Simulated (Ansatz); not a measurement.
Born–Oppenheimer molecular dynamics of CH4BO2 (8 atoms, charge -1, multiplicity 1). It starts at the highest image of a converged band. Of that band: Beside the main top the profile has a ripple of under 15 meV (maxima at images 1, 5), which may be a very shallow well or noise. Neighbouring images differ by up to 1.4 eV, so the band resolves the path poorly. A vibrational analysis at the climbing image gives one clearly imaginary mode, 447i cm⁻¹: a first-order saddle point.

Level of theory: RKS B3LYP/def2-SVP (Ansatz 0.2.0).

```
ensemble                      : NVE (velocity Verlet)
time step                     : 0.5 fs
steps asked                   : 200
starting velocities drawn for : 100 K
seed                          : 11914
```

First frame:

```xyz
8
Properties=species:S:1:pos:R:3
C -0.398 1.081 -0.556
B 0.077 -0.228 0.103
O 0.828 -0.151 1.296
O -0.119 -1.567 -0.295
H -1.512 1.061 -0.670
H 0.840 0.821 1.381
H -0.031 1.128 -1.611
H 0.315 -2.144 0.352
```

**Question.** How far do the bonds stretch over the last three quarters of this one trajectory? (Pairs bonded in most of those frames.)

**Answer.** 
| bond | mean (Å) | spread (Å) | shortest | longest |
| --- | --- | --- | --- | --- |
| C1–B2 | 1.491 | 0.031 | 1.44 | 1.54 |
| C1–H5 | 1.121 | 0.025 | 1.08 | 1.17 |
| C1–H7 | 1.114 | 0.010 | 1.09 | 1.13 |
| B2–O3 | 1.440 | 0.023 | 1.41 | 1.47 |
| B2–O4 | 1.428 | 0.011 | 1.41 | 1.44 |
| O3–H6 | 0.969 | 0.021 | 0.93 | 1.00 |
| O4–H8 | 0.967 | 0.009 | 0.95 | 0.98 |

Mean temperature of the second half: 573 K. The conserved energy stayed within 0.13 meV per atom of its start (net change 0.11 meV per atom), so the integration is sound. The kinetic energy rose, since the run started high on the potential surface and went downhill. A run of 0.1 ps of so small a system gives no equilibrium averages. The orbitals stay closed-shell, which can raise the energy where a bond breaks towards radicals; this wasn't checked here. Limits of this set-up: an anion without diffuse functions.

Time of the run: 16 min on 1 thread of Intel(R) Xeon(R) Processor @ 2.50GHz (Skylake/Cascade Lake), on a shared host, peak memory 0.14 GiB.
